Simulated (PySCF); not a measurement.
Ionisation energy of Co²⁺ by level of theory

Co²⁺ [Ar] 3d7 (4F) → Co³⁺ [Ar] 3d6 (5D), as a difference of total energies. All numbers are calculated (PySCF 2.14, no relativity, point nucleus, in def2-TZVPPD (6s6p4d2f1g, 67 functions)). Correlated levels: valence and next inner shell: [Ne] frozen. The calculations carry no spin-orbit coupling.

| method | ionisation energy (eV) |
| --- | --- |
| UHF | 31.440 |
| MP2 (valence and next inner shell) | 33.669 |
| SCS-MP2 (valence and next inner shell) | 33.597 |
| CCSD (valence and next inner shell) | 33.273 |
| CCSD(T) (valence and next inner shell) | 33.332 |

Question: How much does correlation contribute at CCSD(T) (valence and next inner shell)?

Answer: 33.332 − (31.440) = 1.892 eV, measured against UHF.

A first-order spin-orbit estimate (lowest level to lowest level, LS coupling) adds 0.026 eV.

These non-relativistic numbers lack the scalar-relativistic shift.

Errors of the correlated levels include the incompleteness of this basis and the frozen core.

For comparison: 33.5 ± 0.06 eV (semi-empirical (NIST evaluation); NIST Atomic Spectra Database, ionization energies).
